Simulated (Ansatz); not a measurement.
One change: `N=C(Cl)BN` becomes `N=C(N)Cl`.

Ansatz, PBE0-D4/def2-TZVP geometries, multiplicity 1. Each molecule was computed in one conformer, which needn't be the lowest.

```csv
property,`N=C(Cl)BN`
LUMO energy (PBE0/def2-TZVPP) / eV,-1.55
HOMO energy (ωB97M-V/def2-TZVPP) / eV,-10.37
HOMO–LUMO gap (ωB97M-V/def2-TZVPP) / eV,11.00
HOMO–LUMO gap (PBE/def2-TZVPP) / eV,4.09
size of the dipole moment (B3LYP/def2-TZVPP) / D,2.19
size of the dipole moment (PBE/def2-TZVPP) / D,2.22
```

**Question.** Give the same properties after the change, and the shifts. (Best estimate.)

**Answer.** The calculation gave: 
```
                                        property  `N=C(N)Cl`  shift
              LUMO energy (PBE0/def2-TZVPP) / eV        0.52   2.07
           HOMO energy (ωB97M-V/def2-TZVPP) / eV       -9.85   0.52
         HOMO–LUMO gap (ωB97M-V/def2-TZVPP) / eV       12.22   1.22
             HOMO–LUMO gap (PBE/def2-TZVPP) / eV        5.73   1.64
size of the dipole moment (B3LYP/def2-TZVPP) / D        1.88  -0.31
  size of the dipole moment (PBE/def2-TZVPP) / D        1.87  -0.35
```

With PBE0 the HOMO rises by 0.51 eV and the LUMO rises by 2.07 eV, so the gap widens by about 1.56 eV. PBE moves the HOMO by 0.36 eV and ωB97M-V by 0.52 eV. The zero-point energy changes by -36.2 kJ/mol with -6 modes. Dipoles are sizes alone; their direction can turn.

B3LYP here is the variant with VWN-RPA as its local correlation; programs differ in this.
